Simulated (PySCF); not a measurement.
# Bonding in [Si4]4-

Species: [Si4]4- (charge -4).
Z-matrix (Å and degrees, PBE0-D3(BJ)/def2-SVP geometry), rows numbered from 1:
```
Si
Si  1  2.5172
Si  1  2.5177  2   60.06
Si  1  2.5168  2   60.01  3   -70.56
```

Bond orders from the PBE0/pcSseg-1 density (PySCF). Whether so highly charged an anion holds all its electrons in the gas phase wasn't checked; a finite basis holds them in any case. The ion is multiply charged and computed without counter-ions or solvent. The pcSseg-1 basis has no diffuse functions, a weakness for an anion. The HOMO energy is positive at this level (+13.38 eV), so the outermost electrons may be held by the finite basis alone.

Q: Give the Mayer order of every bond, beside its length.

A: 
```tsv
bond	length (Å)	Mayer order
Si1–Si2	2.517	0.982
Si1–Si3	2.518	0.982
Si1–Si4	2.517	0.982
Si2–Si3	2.520	0.982
Si2–Si4	2.517	0.981
Si3–Si4	2.519	0.982
```

Q: Sum the orders of all bonds at each heavy atom with more than one neighbour.

A: Si1 2.946, Si2 2.945, Si3 2.946, Si4 2.945. Orders between atoms that aren't bonded are not in these sums.

For a closed shell the Mayer order of atoms A and B is Σ (PS)μν (PS)νμ over the basis functions μ on A and ν on B, with P the density and S the overlap matrix.
